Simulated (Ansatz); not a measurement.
`[CH3][Al][Br]` radical. Charge 0, multiplicity 2. All single points use the PBE0-D4/def2-TZVP geometry.

```xyz
6

C    -0.060    0.263    0.671
Al   -0.807   -0.543   -0.958
Br    0.635   -0.976   -2.680
H    -0.539    1.225    0.873
H     1.016    0.415    0.560
H    -0.244   -0.384    1.534
```

What is the dipole moment at B3LYP/def2-TZVPP? (An estimate is asked.)

Ansatz gave: 2.07 D, with components (-0.95, 0.54, 1.76) D in this frame, pointing from negative to positive charge.

And with PBE, r2SCAN, ωB97M-V? (An estimate is asked.)

The calculation gave: PBE 1.97 D, r2SCAN 2.03 D, ωB97M-V 2.17 D.

Give the Mulliken charges with B3LYP, ωB97M-V, r2SCAN in def2-TZVPP. (An estimate is asked.)

The calculation gave: 
```json
{"atom": "C1", "B3LYP": "-0.40", "ωB97M-V": "-0.47", "r2SCAN": "-0.36"}
{"atom": "Al2", "B3LYP": "0.35", "ωB97M-V": "0.35", "r2SCAN": "0.39"}
{"atom": "Br3", "B3LYP": "-0.26", "ωB97M-V": "-0.24", "r2SCAN": "-0.26"}
{"atom": "H4", "B3LYP": "0.10", "ωB97M-V": "0.11", "r2SCAN": "0.08"}
{"atom": "H5", "B3LYP": "0.11", "ωB97M-V": "0.13", "r2SCAN": "0.09"}
{"atom": "H6", "B3LYP": "0.10", "ωB97M-V": "0.11", "r2SCAN": "0.08"}
```

B3LYP here is the variant with VWN-RPA as its local correlation; programs differ in this.
